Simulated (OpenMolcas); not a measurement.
I+: RASPT2 settings compared

```
Program             : OpenMolcas 26.06
Basis               : ANO-R1 [6s5p3d1f]
Scalar Hamiltonian  : X2C, finite nucleus
Active space        : 6 electrons in 9 orbitals (RAS2 5s 5p; RAS3 5d, at most 2 electrons)
State averaging     : 2S+1 = 3 even, 3 roots; 2S+1 = 1 even, 6 roots kept (CI in the orbitals of an earlier block); 2S+1 = 3 odd, 3 roots; 2S+1 = 1 odd, 3 roots kept (CI in the orbitals of an earlier block)
Spin-orbit coupling : RASSI with atomic mean-field integrals over the reference wave functions, term energies averaged over their components
```

Methods on the same reference wave functions:
A. RASSCF
B. SS-RASPT2, IPEA 0.75 Eh, no level shift (closed shells correlated: 4s 4p 4d)
C. SS-RASPT2, IPEA 0.1 Eh, imaginary shift 0.05 Eh (closed shells correlated: 4d)
D. XMS-RASPT2, IPEA 0.15 Eh, no level shift (closed shells correlated: 4d)

Energies in cm-1 above 5s2 5p4 3P2, the measured ground level; measured values from NIST Handbook of Basic Atomic Spectroscopic Data.

```csv
Level,A,B,C,D,Measured
5s2 5p4 3P2,0.0,0.0,0.0,0.0,0.0
5s2 5p4 3P0,6348,6360,6360,6380,6448
5s2 5p4 3P1,6362,6370,6370,6370,7087
5s2 5p4 1D2,14988,14820,14910,14920,13727
5s2 5p4 1S0,29762,29800,29790,29960,29501
5s 5p5 3P* 2,86372,87980,87400,87440,81908
5s 5p5 3P* 1,91007,92550,91960,92000,84222
5s 5p5 3P* 0,94041,95650,95070,95110,90405
5s 5p5 1P* 1,120109,118010,117040,117250,
```

Deviations, from unrounded energies. A percentage is the sum of absolute deviations over the sum of measured energies, with the sign that they share, or ± where signs differ.

```tsv
Against measurement	Levels	A	B	C	D
mean absolute deviation (cm-1)	7	2500	3100	2900	2900
fine structure of the ground term (%)	2	-6.1	-5.9	-6.0	-5.8
other terms of the ground configuration (%)	2	+3.5	+3.2	+3.4	+3.8
other configurations (%)	3	+5.8	+7.7	+7.0	+7.0
```

A lies closest to measurement on these levels and B furthest from it. The largest miss of A in the table is 5s 5p5 3P* 1, by +6800 cm-1. The ranking rests on the paired levels alone, and a cruder setting can come out closer through cancelling errors.

Among B to D the level of the table that moves most is 5s 5p5 1P* 1, by 980 cm-1 (lowest in C, highest in B). Moves below CASPT2's spread within the term are not significant.

The mean deviations of B to D differ by less than CASPT2's widest spread within a term (250 cm-1), so their order carries little weight.

From A to B the spin-free energies of the other terms of 5s2 5p4 shown, above 3P, scale by factors of 0.98 to 1.00.

The lowest spin-free term lies below A's lowest term by 0.407 hartree in B, 0.354 hartree in C, 0.355 hartree in D.

Term energies are means over components that CASPT2 splits; among the terms shown or strongly mixed into the levels shown the widest spread is 250 cm-1 (5s2 5p4 1D, D). Terms from blocks run as CI alone lack orbitals of their own. Active for correlation alone: 5d; no level in the range computed is led by a configuration that fills it, so any true level of that kind is missing. Some terms mix strongly with configurations of 5d, whose occupation reaches 0.29 (5s 5p5 3P*, 5s 5p5 1P*). Measured partners are found by configuration, term and J. A level has none where our copy of the source lacks it or the pairing is in doubt (some pairs that miss far off the trend of their configuration count as doubtful), and it then counts in no deviation. Only configurations of the active space appear.

* marks odd parity.
